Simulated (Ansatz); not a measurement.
Computed with Ansatz on PBE0-D4/def2-TZVP structures; ΔE is electronic, products minus reactants. CBS: MP2 limit from def2 TZ/QZ plus the TZ coupled-cluster correction, frozen cores. This one scheme is used for every species. DFT in def2-TZVPP. One conformer a species, not always the lowest.

`FCCCCl` + `CC(O)F` → `CC(F)OCCF` + `CCl`  (substitution at a C–C bond)

Question: Is it downhill or uphill in electronic energy at CCSD(T)/CBS, and by how much? (Estimate.)

Answer: The calculation gave: Uphill: ΔE = +0.52 eV.

Question: What do these levels give: PBE0-D4, B2PLYP, PBE, r2SCAN, PBE0, MP2/CBS(def2)? (An estimate is asked.)

Answer: Ansatz gave: PBE0-D4 0.52, B2PLYP 0.47, PBE 0.50, r2SCAN 0.50, PBE0 0.51, MP2/CBS(def2) 0.59 eV.

Largest T1 diagnostic among the species: 0.011.

In def2-TZVPP, CCSD(T) changes the Hartree–Fock value by +0.09 eV (the triples alone add +0.00 eV) and MP2 by +0.16 eV.
